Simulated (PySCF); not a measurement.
**One reaction down a group: Al, Ga, In**

The same gas-phase reaction for Al, Ga, In:
- AlH3 + 2 Br2 → AlBr + 3 HBr
- GaH3 + 2 Br2 → GaBr + 3 HBr
- InH3 + 2 Br2 → InBr + 3 HBr

Computed with PySCF and rigid-rotor harmonic-oscillator thermochemistry at 1 bar. † marks an energy on the PBE0/def2-TZVP geometry and frequencies; other levels use their own. All species are closed-shell singlets. In: scalar-relativistic def2 core potential, no spin-orbit coupling. Br, Ga: all electrons, no relativistic terms. AlH3, GaH3, InH3: computed as isolated molecules; such fragments, hydroxides, amides, oligomers or adducts are transient or little studied in the gas. The harmonic model lacks anharmonicity and excited electronic states, which grow with temperature; levels with a mode under 35 cm⁻¹ are left out.

ΔH°(298 K) in kJ, by level:

```json
[
 {"level": "ωB97M-V/def2-TZVP†", "Al": "-301.0", "Ga": "-332.1", "In": "-393.2"},
 {"level": "PBE0/def2-QZVP†", "Al": "-289.8", "Ga": "-324.5", "In": "-399.1"},
 {"level": "r2SCAN/def2-TZVP†", "Al": "-286.7", "Ga": "-325.8", "In": "-404.6"},
 {"level": "M06-2X/def2-TZVP†", "Al": "-305.8", "Ga": "-337.2", "In": "-414.0"},
 {"level": "PBE/def2-SVP", "Al": "-289.1", "Ga": "-331.6", "In": "-406.6"}
]
```

At ωB97M-V/def2-TZVP†, ΔH° falls from Al to In, over a range of 92.2 kJ; the steps are -31.1, -61.1 kJ. 5 of the 5 levels shown give the same order. The levels scatter most for In (20.8 kJ between the highest and the lowest) and least for Ga (12.7 kJ). ΔS°(298 K) runs from 136.4 to 139.0 J/K, so TΔS° at 298 K spreads over 0.8 kJ among the members, against 92.2 kJ for ΔH°.

Free energies at ωB97M-V/def2-TZVP†:

```
member  ΔS°(298 K), J/K  ΔG°(298 K), kJ  ΔG°(1800 K), kJ         ΔG° changes sign
------  ---------------  --------------  ---------------  -----------------------
Al                137.9            -342             -543  none from 298 to 2500 K
Ga                139.0            -374             -577  none from 298 to 2500 K
In                136.4            -434             -629  none from 298 to 2500 K
```

The NASA 1993 table holds none of these reactions whole; the comparison is among the levels.
